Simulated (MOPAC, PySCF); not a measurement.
C10H9B, SMILES `Bc1ccc2cccccc1-2`, neutral singlet in the gas phase. 

Cartesian coordinates (Å):
SMILES: Bc1ccc2cccccc1-2
```xyz
20

B      2.8006    -1.4413    -0.3293
C      1.8610    -0.2656    -0.1553
C      2.2414     1.1013    -0.0567
C      1.1295     1.9236     0.0972
C     -0.0250     1.1121     0.1039
C     -1.3360     1.5745     0.2388
C     -2.5226     0.8490     0.2556
C     -2.7015    -0.5340     0.1409
C     -1.7500    -1.5376    -0.0182
C     -0.3586    -1.4236    -0.1055
C      0.4323    -0.2832    -0.0563
H      3.9956    -1.2540    -0.3963
H      2.3941    -2.5812    -0.4050
H      3.2767     1.4455    -0.0981
H      1.1280     3.0091     0.1969
H     -1.4380     2.6599     0.3457
H     -3.4377     1.4363     0.3740
H     -3.7405    -0.8756     0.1825
H     -2.1440    -2.5559    -0.0842
H      0.1947    -2.3592    -0.2306
```
Charge 0, multiplicity 1.

All levels are single points at this geometry (PBE0-D3(BJ)/def2-SVP); Pople sets use spherical d functions. Orbital energies aren't observables, and empty levels follow the basis.

M06-2X/6-31G* in PySCF gives HOMO (eV) = -6.81.

Problem. Estimate the HOMO (eV) from each of these levels: PBE-D3(BJ)/def2-TZVP in PySCF; PBE0-D3(BJ)/def2-TZVP in PySCF; ωB97X-D3(BJ)/def2-TZVP in PySCF; B3LYP/3-21G in PySCF; B3LYP/6-311+G** in PySCF; B3LYP/6-31G* in PySCF; BP86/6-31G* in PySCF; PBE/6-31G* in PySCF; HF/3-21G in PySCF; PM3 in MOPAC; PM6 in MOPAC; PM7 in MOPAC.

Solution. 
```csv
level,HOMO (eV)
PBE-D3(BJ)/def2-TZVP in PySCF,-5.45
PBE0-D3(BJ)/def2-TZVP in PySCF,-6.19
ωB97X-D3(BJ)/def2-TZVP in PySCF,-8.04
B3LYP/3-21G in PySCF,-5.80
B3LYP/6-311+G** in PySCF,-6.02
B3LYP/6-31G* in PySCF,-5.69
BP86/6-31G* in PySCF,-5.24
PBE/6-31G* in PySCF,-5.15
HF/3-21G in PySCF,-7.47
PM3 in MOPAC,-8.50
PM6 in MOPAC,-8.33
PM7 in MOPAC,-8.38
```
